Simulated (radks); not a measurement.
The numbers below are computed, except where a source is named.
Ce X, 49 electrons, occupied as [Kr] 4d9 5s2 5p1 5d1 (not the ground configuration). Code: a radial shooting solver on a logarithmic mesh with Libxc functionals. Model: Dirac Kohn-Sham, BLYP, spin-unpolarised, spherical densities, point nucleus; open shells are shared between the two j in proportion to 2j + 1.

Unscreened Slater integrals over Kohn-Sham orbitals (hartree). Large and small components are both included.

F0(5d5/2,5d5/2): 0.53425
F2(5d5/2,5d5/2): 0.28647
F4(5d5/2,5d5/2): 0.19738
F0(5d5/2,5d3/2): 0.53639
F2(5d5/2,5d3/2): 0.28758
G2(5d5/2,5d3/2): 0.28744
G4(5d5/2,5d3/2): 0.19804
F0(5d5/2,5p3/2): 0.56900
F2(5d5/2,5p3/2): 0.29974
G1(5d5/2,5p3/2): 0.36892
G3(5d5/2,5p3/2): 0.23474
F0(5d5/2,5p1/2): 0.57575
G3(5d5/2,5p1/2): 0.22837
F0(5d3/2,5d3/2): 0.53857
F2(5d3/2,5d3/2): 0.28878
F0(5d3/2,5p3/2): 0.57178
F2(5d3/2,5p3/2): 0.30213
G1(5d3/2,5p3/2): 0.37414
G3(5d3/2,5p3/2): 0.23799
F0(5d3/2,5p1/2): 0.57869
G1(5d3/2,5p1/2): 0.36493
F0(5p3/2,5p3/2): 0.61502
F2(5p3/2,5p3/2): 0.33468
F0(5p3/2,5p1/2): 0.62439
G2(5p3/2,5p1/2): 0.33769
F0(5p1/2,5p1/2): 0.63445
